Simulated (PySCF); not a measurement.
Correlation energy of C(2+) (carbon, charge +2)

[He] 2s2, closed-shell 1S. Computed with PySCF 2.14 in aug-cc-pVTZ-DK (5s4p3d2f, 46 functions), with the spin-free X2C one-electron Hamiltonian (Gaussian nucleus). Frozen: 1s2; 2 electrons correlated.

With two correlated electrons CCSD is exact within the correlated space (frozen core and kept virtual orbitals).

```json
{"level": "CCSD", "correlation energy (mhartree)": "-72.88"}
```

Diagnostics: T1 = 0.0085, D1 = 0.0120, largest double amplitude 0.155.

Question: Is a single reference adequate?

Answer: Not fully. A double-excitation amplitude exceeds 0.15, a sign of near-degeneracy.
